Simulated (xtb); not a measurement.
H9N3Si3, charge +1, doublet, from a rough starting geometry (a state made from the parent by changing its charge; the spin is typed, not shown lowest); GFN2-xTB in xtb.

Here is a job for xtb.
```
$ xtb mol.xyz --gfn 2 --chrg 1 --uhf 1 --opt vtight --json

# file mol.xyz
15

Si     1.68365572    -0.39194292    -0.50632185
N      0.53527521    -1.53262671     0.14516701
Si    -1.17622904    -1.25714573     0.43682092
N     -1.43712367     0.39068036     0.59736333
Si    -0.58641786     1.71584833    -0.04436794
N      1.08064770     1.20082734    -0.25517441
H      1.88368162    -0.69391071    -1.97717753
H      2.94569976    -0.54347075     0.18793126
H      0.84757051    -2.49505377     0.18597216
H     -1.92393382    -1.81380900    -0.69948005
H     -1.51415789    -1.99653038     1.72871090
H     -2.35922553     0.60181465     0.97482008
H     -0.53705389     2.73783828     0.97125777
H     -1.02030800     2.21762851    -1.29648449
H      1.74715994     1.87436918    -0.44877606
```

What does xtb print? Leave out banner, timings and long lists.


```
   ID    Z sym.   atoms
    1   14 Si     1, 3, 5
    2    7 N      2, 4, 6
    3    1 H      7-15

           -------------------------------------------------
          |                Calculation Setup                |
           -------------------------------------------------

           -------------------------------------------------
          |                 G F N 2 - x T B                 |
           -------------------------------------------------

          ...................................................
          :                      SETUP                      :
          :.................................................:
          :  # basis functions                  51          :
          :  # atomic orbitals                  48          :
          :  # shells                           24          :
          :  # electrons                        35          :
          :  max. iterations                   250          :
          :  Hamiltonian                  GFN2-xTB          :
          :  restarted?                      false          :
          :  GBSA solvation                  false          :
          :  PC potential                    false          :
          :  electronic temp.          300.0000000     K    :
          :  accuracy                    1.0000000          :
          :  -> integral cutoff          0.2500000E+02      :
          :  -> integral neglect         0.1000000E-07      :
          :  -> SCF convergence          0.1000000E-05 Eh   :
          :  -> wf. convergence          0.1000000E-03 e    :
          :  Broyden damping             0.4000000          :
          :  net charge                          1          :
          :  unpaired electrons                  1          :
          ...................................................

 iter      E             dE          RMSdq      gap      omega  full diag
   1    -18.3413490 -0.183413E+02  0.720E+00    5.67       0.0  T
   2    -18.3971129 -0.557640E-01  0.539E+00    5.03       1.0  T
   3    -18.2906293  0.106484E+00  0.444E+00    4.08       1.0  T
   4    -18.4286417 -0.138012E+00  0.186E+00    5.11       1.0  T
   5    -18.4049526  0.236892E-01  0.166E+00    5.04       1.0  T
   6    -18.4391625 -0.342100E-01  0.713E-01    5.20       1.0  T
   7    -18.4392050 -0.424572E-04  0.509E-01    5.16       1.0  T
   8    -18.4365363  0.266874E-02  0.521E-01    5.16       1.0  T
   9    -18.4430512 -0.651495E-02  0.206E-01    5.20       1.0  T
  10    -18.4430723 -0.210510E-04  0.126E-01    5.18       1.0  T
  11    -18.4433689 -0.296673E-03  0.347E-02    5.19       1.0  T
  12    -18.4433523  0.166654E-04  0.394E-02    5.19       1.0  T
  13    -18.4433822 -0.299081E-04  0.119E-02    5.19       2.2  T
  14    -18.4433831 -0.919781E-06  0.629E-03    5.19       4.1  T
  15    -18.4433835 -0.456431E-06  0.317E-03    5.19       8.1  T
  16    -18.4433837 -0.200751E-06  0.132E-03    5.19      19.5  T
  17    -18.4433838 -0.361856E-08  0.857E-04    5.19      30.1  T
  18    -18.4433838 -0.115274E-07  0.254E-04    5.19     101.8  T

   *** convergence criteria satisfied after 18 iterations ***

         :::::::::::::::::::::::::::::::::::::::::::::::::::::
         ::                     SUMMARY                     ::
         :::::::::::::::::::::::::::::::::::::::::::::::::::::
         :: total energy             -18.229498323851 Eh    ::
         :: gradient norm              0.097301405837 Eh/a0 ::
         :: HOMO-LUMO gap              5.189735503535 eV    ::
         ::.................................................::
         :: SCC energy               -18.443342806765 Eh    ::
         :: -> isotropic ES            0.134613427962 Eh    ::
         :: -> anisotropic ES         -0.000910570815 Eh    ::
         :: -> anisotropic XC          0.001620271633 Eh    ::
         :: -> dispersion             -0.011557408650 Eh    ::
         :: repulsion energy           0.213844482914 Eh    ::
[...]
 * total energy  :   -18.2414335 Eh     change       -0.9364523E-04 Eh
 * total energy  :   -18.2414673 Eh     change       -0.3384325E-04 Eh
 * total energy  :   -18.2414780 Eh     change       -0.1067831E-04 Eh
 * total energy  :   -18.2414799 Eh     change       -0.1918117E-05 Eh
 * total energy  :   -18.2414806 Eh     change       -0.7107058E-06 Eh
 * total energy  :   -18.2414815 Eh     change       -0.8259587E-06 Eh
 * total energy  :   -18.2414823 Eh     change       -0.8790316E-06 Eh
 * total energy  :   -18.2414834 Eh     change       -0.1036920E-05 Eh
 * total energy  :   -18.2414841 Eh     change       -0.7336396E-06 Eh
 * total energy  :   -18.2414846 Eh     change       -0.4451622E-06 Eh
 * total energy  :   -18.2414847 Eh     change       -0.1214220E-06 Eh
 * total energy  :   -18.2414847 Eh     change       -0.4307358E-07 Eh
   *** GEOMETRY OPTIMIZATION CONVERGED AFTER 20 ITERATIONS ***
         :: total energy             -18.241484720852 Eh    ::
[...]
        26                         -0.2900665              -7.8931
        27                         -0.2433107              -6.6208
        28                         -0.2278343              -6.1997
        29                         -0.1741286              -4.7383
       ...                                ...                  ...
        48                          0.6488006              17.6548
      -------------------------------------------------------------
                  HL-Gap            0.1883666 Eh            5.1257 eV
             Fermi-level           -0.4962619 Eh          -13.5040 eV

     #   Z          covCN         q      C6AA      α(0)
     1  14 Si       3.599     0.545    96.997    18.917
     2   7 N        2.500    -0.400    30.426     8.192
     3  14 Si       3.599     0.545    96.996    18.917
     4   7 N        2.500    -0.400    30.426     8.192
     5  14 Si       3.599     0.545    96.997    18.917
     6   7 N        2.500    -0.400    30.426     8.192
     7   1 H        0.918     0.001     3.035     2.725
     8   1 H        0.918     0.001     3.035     2.725
     9   1 H        0.862     0.185     1.185     1.705
    10   1 H        0.918     0.001     3.034     2.724
    11   1 H        0.918     0.001     3.035     2.725
    12   1 H        0.862     0.185     1.185     1.705
    13   1 H        0.918     0.001     3.034     2.724
    14   1 H        0.918     0.001     3.035     2.725
    15   1 H        0.862     0.185     1.185     1.705

 Mol. C6AA /au·bohr⁶  :       3514.507636
 Mol. C8AA /au·bohr⁸  :     138593.267494
 Mol. α(0) /au        :        102.789914

Wiberg/Mayer (AO) data.
largest (>0.10) Wiberg bond orders for each atom

 ---------------------------------------------------------------------------
     #   Z sym  total        # sym  WBO       # sym  WBO       # sym  WBO
 ---------------------------------------------------------------------------
     1  14 Si   3.780 --     2 N    1.018     6 N    1.018     8 H    0.820
                             7 H    0.820
     2   7 N    3.383 --     3 Si   1.018     1 Si   1.018     9 H    0.956
     3  14 Si   3.780 --     2 N    1.018     4 N    1.018    11 H    0.820
                            10 H    0.820
     4   7 N    3.383 --     3 Si   1.018     5 Si   1.018    12 H    0.956
     5  14 Si   3.780 --     6 N    1.018     4 N    1.018    14 H    0.820
                            13 H    0.820
     6   7 N    3.383 --     5 Si   1.018     1 Si   1.018    15 H    0.956
     7   1 H    0.996 --     1 Si   0.820
     8   1 H    0.996 --     1 Si   0.820
     9   1 H    0.966 --     2 N    0.956
    10   1 H    0.996 --     3 Si   0.820
    11   1 H    0.996 --     3 Si   0.820
    12   1 H    0.966 --     4 N    0.956
    13   1 H    0.996 --     5 Si   0.820
    14   1 H    0.996 --     5 Si   0.820
    15   1 H    0.966 --     6 N    0.956
 ---------------------------------------------------------------------------

Topologies differ in total number of bonds
Writing topology from bond orders to xtbtopo.mol

molecular dipole:
                 x           y           z       tot (Debye)
 q only:        0.021       0.002      -0.000
   full:        0.021       0.002       0.000       0.055
molecular quadrupole (traceless):
                xx          xy          yy          xz          yz          zz
 q only:        4.115      -0.390       5.448      -4.663      -1.263      -9.562
  q+dip:        3.452      -0.329       4.571      -3.915      -1.062      -8.024
   full:        5.213      -0.495       6.904      -5.911      -1.603     -12.117

optimized geometry written to: xtbopt.xyz

           -------------------------------------------------
          | TOTAL ENERGY              -18.241484720852 Eh   |
          | GRADIENT NORM               0.000048344750 Eh/α |
          | HOMO-LUMO GAP               5.125715212968 eV   |
           -------------------------------------------------

normal termination of xtb
```
